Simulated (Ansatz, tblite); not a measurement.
Removing and adding an electron: the cluster HfS2 (the lowest singlet isomer of a short search). The state is a singlet with charge 0. Geometry: PBE0-D4/def2-TZVP. Ansatz, gas phase; energy differences of separate SCF runs; the oxidised species was run as a doublet alone; the reduced species was run as a doublet alone.

```tsv
atom	x (Å)	y (Å)	z (Å)
Hf1	0.712	-0.315	0.317
S2	-1.255	-1.325	0.391
S3	0.543	1.640	-0.708
```

In the def2 sets Hf takes a core potential; there is no spin–orbit coupling. The xTB rows come from tblite. Correlated methods freeze 10 core orbitals; core or outer-core shells of Hf are correlated, in sets that lack core-valence functions. The structure comes from a short search, and lower isomers may exist.

Problem. Estimate orbital energies and vertical ionisation energies and electron affinities at: GFN1-xTB; GFN2-xTB; HF/def2-TZVPD; PBE-D4/def2-TZVP; PBE-D4/def2-TZVPD; r2SCAN-D4/def2-TZVP; r2SCAN-D4/def2-TZVPD; PBE0-D4/def2-TZVP; PBE0-D4/def2-TZVPD; MP2/def2-TZVPD; CCSD/def2-TZVPD; CCSD/def2-TZVPP; CCSD(T)/def2-TZVPD; CCSD(T)/def2-TZVPP.

Solution. 
```
               level  −HOMO (eV)  vertical IE (eV)  −LUMO (eV)  vertical EA (eV)  HOMO–LUMO gap (eV)  IE − EA (eV)                                     remarks
            GFN1-xTB        9.99             13.47        8.17              4.67                1.82          8.80                                           –
            GFN2-xTB       10.03             13.02        8.55              6.18                1.48          6.84                                           –
       HF/def2-TZVPD           –                 –           –              2.26                   –             –                                           –
    PBE-D4/def2-TZVP        5.38              8.20        4.33                 –                1.05             –                                           –
   PBE-D4/def2-TZVPD        5.44                 –        4.38              2.27                1.07             –                                           –
 r2SCAN-D4/def2-TZVP        5.58              8.25        4.04                 –                1.54             –                                           –
r2SCAN-D4/def2-TZVPD        5.61                 –        4.06              2.35                1.56             –                                           –
   PBE0-D4/def2-TZVP        6.41              8.32        3.62                 –                2.79             –                                           –
  PBE0-D4/def2-TZVPD        6.46                 –        3.65              2.38                2.80             –                                           –
      MP2/def2-TZVPD           –                 –           –              2.22                   –             –                                           –
     CCSD/def2-TZVPD           –                 –           –              2.39                   –             –                                           –
     CCSD/def2-TZVPP           –              8.26           –                 –                   –             –  spin-contaminated (⟨S²⟩ 1.06) (+1 doublet)
  CCSD(T)/def2-TZVPD           –                 –           –              2.32                   –             –                                           –
  CCSD(T)/def2-TZVPP           –              8.33           –                 –                   –             –  spin-contaminated (⟨S²⟩ 1.06) (+1 doublet)
```

Run but left out: HF/def2-TZVPP, MP2/def2-TZVPP (charge +1 doublet: ⟨S²⟩ 1.06, where a pure state has 0.75).   Raw xTB energy differences between charge states are shifted by several eV; the methods need an empirical correction for them.
